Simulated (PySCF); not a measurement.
Species: C₃H₆BrFSi.
SMILES with atom numbers: `[F:1][Si@@H:2]([Br:3])[CH:4]1[CH2:5][CH2:6]1` (hydrogens: H7 on Si2; H8 on C4; H9, H10 on C5; H11, H12 on C6)

Jobs on this species (12 atoms, 82 electrons) with PySCF (density fitting). Hardware of each: Arm Neoverse V1, one thread (shared host). Other jobs ran on the host; a repeat could differ by tens of per cent or more. Peak memory is the resident size of the whole Python process, interpreter and libraries included.

**Question.** Rank these jobs by wall time, shortest first.
A. delta-SCF UKS SCAN, pcX-2 on the ionised atom, pcseg-1 elsewhere, non-relativistic; ΔSCF core ionisation, 6 holes; 173 basis functions
B. PBE0-D3(BJ)/def2-SVP, grid level 1; geometry optimisation from a GFN2-xTB start shaken at random; 136 basis functions
C. delta-SCF UKS B3LYP, pcX-2 on the ionised atom, pcseg-1 elsewhere, spin-free X2C; ΔSCF core ionisation, 6 holes; 173 basis functions

**Answer.** A (44 s), C (75 s), B (2.2 min).

All jobs:

```
                                                                 level and settings                                                          work  basis functions  SCF cycles  wall time  peak memory
     delta-SCF UKS PBE, pcX-2 on the ionised atom, pcseg-1 elsewhere, spin-free X2C                                 ΔSCF core ionisation, 6 holes              173          93       30 s     0.55 GiB
    delta-SCF UKS SCAN, pcX-1 on the ionised atom, pcseg-1 elsewhere, spin-free X2C                                 ΔSCF core ionisation, 6 holes              153          92       36 s     0.45 GiB
delta-SCF UKS SCAN, def2-TZVP on the ionised atom, pcseg-1 elsewhere, spin-free X2C                                 ΔSCF core ionisation, 6 holes              150          92       41 s     0.46 GiB
 delta-SCF UKS SCAN, pcX-2 on the ionised atom, pcseg-1 elsewhere, non-relativistic                                 ΔSCF core ionisation, 6 holes              173          93       44 s     0.55 GiB
    delta-SCF UKS SCAN, pcX-2 on the ionised atom, pcseg-1 elsewhere, spin-free X2C                                 ΔSCF core ionisation, 6 holes              173          93       47 s     0.57 GiB
      delta-SCF UKS HF, pcX-2 on the ionised atom, pcseg-1 elsewhere, spin-free X2C                                 ΔSCF core ionisation, 6 holes              173          78       51 s     0.67 GiB
    delta-SCF UKS PBE0, pcX-2 on the ionised atom, pcseg-1 elsewhere, spin-free X2C                                 ΔSCF core ionisation, 6 holes              173          81       70 s     0.67 GiB
   delta-SCF UKS B3LYP, pcX-2 on the ionised atom, pcseg-1 elsewhere, spin-free X2C                                 ΔSCF core ionisation, 6 holes              173          84       75 s     0.75 GiB
                                                 PBE0-D3(BJ)/def2-SVP, grid level 1  geometry optimisation from a GFN2-xTB start shaken at random              136          81    2.2 min     0.52 GiB
```

**Question.** What do all jobs in the table cost together?

**Answer.** About 8.8 min; the longest takes about 25 % of that, and about 4.4 times as long as the shortest.
